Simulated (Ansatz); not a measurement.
Mulliken charges of CH₂F₂GeO (`[F][Ge]1([F])[CH2][O]1`) from PBE/def2-TZVPP in Ansatz (PBE0-D4/def2-TZVP geometry).

```csv
atom,x (Å),y (Å),z (Å),charge (e)
F1,-0.659,-2.224,0.108,-0.290
Ge2,0.202,-0.763,0.306,0.809
F3,1.623,-1.214,1.137,-0.290
C4,-0.341,0.959,-0.184,-0.098
O5,0.442,0.201,-1.173,-0.358
H6,-1.375,1.145,-0.468,0.113
H7,0.169,1.829,0.228,0.113
```

Problem. By hand: the dipole of these point charges (1 e Å = 4.8032 D).

Solution. Σ q r = (-0.377, 0.550, 0.297) e Å, of length 0.730 e Å = 3.51 D.

Problem. How does the dipole of the full density compare? (Best estimate.)

Solution. Computed: (-0.280, 0.386, 0.242) e Å, 2.57 D; the point charges give 1.37 times that, at 3° from its direction.

Point charges leave out the atoms' own dipoles, such as those of lone pairs, and Mulliken's split depends on the basis, so the two needn't agree.
